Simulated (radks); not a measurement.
The mean radii <r> (bohr) of the occupied orbitals of an atom or ion are listed with their occupations. Method: scalar-relativistic Kohn-Sham, LDA (Slater exchange, VWN5 correlation), spin-polarised, spherical densities, finite nucleus; Fermi nuclear charge, rms radius of each element as measured or else 0.836 A^(1/3) + 0.57 fm; computed with a radial shooting solver on a logarithmic mesh with Libxc functionals.

orbital  occ.      <r>
1s up       1  0.02668
1s down     1  0.02668
2s up       1   0.1146
2s down     1   0.1146
2p up       3   0.1003
2p down     3   0.1003
3s up       1   0.3051
3s down     1   0.3050
3p up       3   0.3024
3p down     3   0.3024
3d up       5   0.2777
3d down     5   0.2776
4s up       1   0.6679
4s down     1   0.6678
4p up       3   0.6936
4p down     3   0.6937
4d up       1   0.7259

Name the element and its charge. Open shells, if any, are filled with parallel spins first.

Answer. Z = 54, xenon, charge +17: Xe17+ in [Kr] 4d1. The 1s radius gives Z: for a bare nucleus <r> = (2 gamma + 1)/(2Z) with gamma = sqrt(1 - (Z/c)^2), 0.02628 bohr for Z = 54, and screening makes it slightly larger (0.02668 here). The occupations add up to 37, and the charge is Z minus that.
